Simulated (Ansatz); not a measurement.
C12H10ClI⁻, that is diphenyliodonium chloride with one electron more. Charge -1, multiplicity 2. Geometry r2SCAN-D4/def2-SVP; atoms count from 1.

Cartesian coordinates in Å:
```
Cl 0.133 -2.719 1.194
C 1.951 -1.865 -4.261
C 1.689 -0.495 -4.369
C 1.132 0.200 -3.285
C 0.849 -0.497 -2.112
I -0.065 0.614 -0.286
C -0.916 1.141 1.814
C -1.313 2.445 2.100
C -1.817 2.735 3.378
C -1.913 1.722 4.338
C -1.506 0.419 4.023
C -1.001 0.116 2.750
C 1.100 -1.858 -1.979
C 1.657 -2.541 -3.070
H 2.386 -2.408 -5.108
H 1.919 0.038 -5.300
H 0.926 1.274 -3.365
H -1.236 3.236 1.345
H -2.135 3.756 3.620
H -2.306 1.949 5.335
H -1.581 -0.374 4.776
H -0.675 -0.905 2.474
H 0.860 -2.368 -1.026
H 1.863 -3.615 -2.985
```

In the def2 sets I takes a core potential; there is no spin–orbit coupling. In the doublet geometry the species has come apart into loosely held pieces.

**Question.** Estimate the Mulliken populations from the PBE0/def2-SVP orbitals of Ansatz.

**Answer.** 
```csv
atom,charge (e),spin (α − β)
Cl1,-0.59,0.19
C2,-0.03,-0.02
C3,-0.04,0.03
C4,-0.03,-0.03
C5,-0.23,0.38
I6,0.25,0.07
C7,-0.23,0.38
C8,-0.03,-0.03
C9,-0.04,0.03
C10,-0.03,-0.02
C11,-0.04,0.03
C12,0.02,-0.03
C13,0.02,-0.03
C14,-0.04,0.03
H15,-0.01,0.00
H16,-0.01,0.00
H17,0.00,0.01
H18,0.00,0.01
H19,-0.01,0.00
H20,-0.01,0.00
H21,0.00,0.00
H22,0.03,0.00
H23,0.03,0.00
H24,0.00,0.00
```
Mulliken values depend strongly on the basis.

**Question.** Where does the spin sit?

**Answer.** Summed by element: Cl 0.19, C 0.71, I 0.07, H 0.04, of 1 unpaired in all. Largest on single atoms: C7 0.38, C5 0.38, Cl1 0.19.

**Question.** And the Mayer bond orders between heavy atoms (over 0.3)?

**Answer.** C2–C3 1.40 (1.40 Å); C2–C14 1.38 (1.40 Å); C3–C4 1.40 (1.40 Å); C4–C5 1.42 (1.39 Å); C5–I6 0.62 (2.33 Å); C5–C13 1.43 (1.39 Å); I6–C7 0.62 (2.33 Å); C7–C8 1.42 (1.39 Å); C7–C12 1.43 (1.39 Å); C8–C9 1.40 (1.40 Å); C9–C10 1.40 (1.40 Å); C10–C11 1.38 (1.40 Å); C11–C12 1.40 (1.40 Å); C13–C14 1.40 (1.40 Å).
